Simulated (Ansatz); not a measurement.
System: IrO$_{3}$, net charge 0, quartet state. The spin state was set by rule; other spins were not relaxed. 
Geometry from a B3LYP-D3(BJ)/def2-TZVP (Ansatz, an electronic-structure program) optimisation:
```
Ir
O 1 1.7484
O 1 1.7484 2 117.86
O 1 1.7484 2 117.86 3 -151.30
```
Charge 0, spin multiplicity 4.

Total electronic energies in hartree. Valence correlation only, unless marked. Open shells are spin-unrestricted. No spin-orbit coupling. The frozen core is the preceding noble-gas configuration, with the filled d and f shells of earlier blocks. Past Kr the def2 sets carry scalar-relativistic core potentials. Basis-set limits of correlation are two-point, X^-3; Hartree-Fock from the larger set. [CCSD(T)-MP2]/basis is that difference in the basis named.

The T1 diagnostic of CCSD in the largest basis is 0.112, which is high, so the coupled-cluster rows are less sure than usual.

```csv
level,program,energy (Eh)
HF/def2-SVP,Ansatz,-327.68496
HF/def2-SVPD,Ansatz,-327.70545
RI-HF/def2-TZVPPD,Ansatz,-328.01207
PBE-D3(BJ)/def2-TZVPD,Ansatz + dftd3,-329.89311
revPBE-D3(BJ)/def2-TZVPD,Ansatz + dftd3,-330.09189
B3LYP/def2-TZVPD,Ansatz,-330.05619
PBE0/def2-SVP,Ansatz,-329.46267
PBE0-D3(BJ)/def2-TZVP,Ansatz + dftd3,___
PBE0-D3(BJ)/def2-TZVPD,Ansatz + dftd3,-329.77138
PBE0/def2-TZVPD,Ansatz,-329.76919
r2SCANh/def2-TZVPD,Ansatz,-329.93453
CAM-B3LYP-D3(BJ)/def2-TZVPD,Ansatz + dftd3,-329.88609
CAM-B3LYP/def2-TZVPD,Ansatz,-329.88394
B2GP-PLYP-D3(BJ)/def2-TZVPD,Ansatz + dftd3,-329.54239
RPA@PBE/def2-QZVPP,Ansatz,-329.59837
MP2/def2-SVPD,Ansatz,-328.49138
RI-MP2/def2-TZVPPD,Ansatz,-328.99135
RI-MP2/def2-QZVPPD,Ansatz,-329.06920
"RI-MP2/CBS(def2-TZVPPD,def2-QZVPPD)",Ansatz,-329.1185
CCSD(T)/def2-SVPD,Ansatz,-328.58813
"RI-MP2/CBS(def2-TZVPP,def2-QZVPP)+[CCSD(T)-MP2]/def2-SVP",Ansatz,-329.2118
"RI-MP2/CBS(def2-TZVPPD,def2-QZVPPD)+[CCSD(T)-MP2]/def2-SVPD",Ansatz,-329.2153
"RI-MP2/CBS(def2-TZVPP,def2-QZVPP)+[CCSD(T)-MP2]/def2-TZVPP",Ansatz,-329.2157
```

Task: Complete the blanks.

Result: 
- PBE0-D3(BJ)/def2-TZVP, energy (Eh): -329.76799
